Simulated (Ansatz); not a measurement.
Relaxation of Cl$_{4}$FH$_{3}$O$_{2}$W (11 atoms, charge 0, multiplicity 1), to a largest force component of 0.03 eV/Å in at most 50 steps.

The calculation used Ansatz 0.2.0, RKS PBE/def2-SVP.

```xyz
11
Properties=species:S:1:pos:R:3:forces:R:3
W -0.446 0.159 -0.467 -0.43 0.57 -0.87
Cl 0.489 -0.539 2.964 -0.51 0.37 0.80
F 1.206 0.527 0.376 -0.03 0.01 -0.05
Cl -0.438 2.440 -1.144 0.05 -0.03 -0.05
Cl -2.368 -0.346 -1.672 0.04 -0.02 -0.02
O -0.459 -1.475 0.407 -0.02 -0.09 -0.03
H -0.116 -1.629 1.330 0.04 0.00 0.09
Cl 0.778 -0.380 -2.361 -0.01 -0.02 0.03
O -1.529 0.908 0.954 0.14 -0.29 0.31
H -1.898 1.812 0.887 0.12 -0.01 -0.07
H -0.572 0.266 2.829 0.60 -0.48 -0.14
```

Q: Where does it end, and by what steps?

A: The run converged. After 16 steps the energy has fallen by 0.416 eV; Cl2 moved furthest, 1.29 Å.

```csv
step,energy less start (eV),largest force component (eV/Å),accepted
0,0.0000,0.867,yes
1,-0.1585,0.778,yes
2,-0.2098,0.817,yes
3,-0.2531,1.042,yes
4,-0.3313,0.328,yes
5,-0.3586,0.265,yes
6,-0.3620,0.353,yes
7,-0.3827,0.718,yes
8,-0.3407,1.286,no
9,-0.4087,0.352,yes
10,-0.4113,0.313,yes
11,-0.4136,0.047,yes
12,-0.4145,0.074,yes
13,-0.4153,0.070,yes
14,-0.4157,0.067,yes
15,-0.4159,0.035,yes
16,-0.4160,0.019,yes
```

```xyz
11
Properties=species:S:1:pos:R:3
W -0.282 0.223 -0.577
Cl -0.681 -0.962 3.291
F 1.437 0.920 -0.210
Cl -0.852 2.381 -1.308
Cl -2.377 -0.534 -1.229
O 0.027 -1.259 0.467
H -0.104 -1.463 1.457
Cl 0.594 -0.483 -2.586
O -0.951 0.941 1.162
H -1.256 1.871 1.183
H -0.907 0.109 2.452
```

Whether the end is a true minimum wasn't checked by a vibrational analysis.

Time of the run: 52 s on 4 threads of Arm Neoverse V2, with other jobs on the host, peak memory 0.28 GiB.
